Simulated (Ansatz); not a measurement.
C₂H₉NOSi₂ (`C=C[Si](N)(O)[SiH3]`) from Hartree–Fock to CCSD(T)

```xyz
15

C     2.264   -0.304    0.981
C     1.261   -0.797    0.257
Si   -0.418    0.001    0.190
N    -1.545   -1.283    0.288
O    -0.532    1.155    1.372
Si   -0.797    1.195   -1.788
H     3.248   -0.764    1.005
H     2.139    0.595    1.579
H     1.447   -1.689   -0.341
H    -1.334   -2.148    0.756
H    -2.532   -1.157    0.143
H    -0.536    0.841    2.279
H    -2.247    1.506   -1.944
H    -0.381    0.377   -2.962
H    -0.038    2.474   -1.817
```

Total charge 0; spin multiplicity 1. Geometry: relaxed with PBE0-D4/def2-TZVP. It is one conformer, not always the lowest. Frozen core, restricted reference, Ansatz 0.2.0. CBS rows extrapolate triple and quadruple zeta; past MP2 they add the triple-zeta difference.

```csv
basis,HF (Eh),MP2 corr.,CCSD corr.,(T),CCSD(T) total
def2-TZVPP,?,-1.02397,?,?,?
def2-QZVPP,?,-1.09877,–,–,–
CBS(def2),-788.36544,-1.15418,-1.21223,as TZ,-789.62125
```

**Question.** Fill in the withheld values. (An estimate is asked.)

**Answer.** Ansatz gave: def2-TZVPP HF (Eh): -788.33336; def2-TZVPP CCSD corr.: -1.08203; def2-TZVPP (T): -0.04358; def2-TZVPP CCSD(T) total: -789.45897; def2-QZVPP HF (Eh): -788.36156.
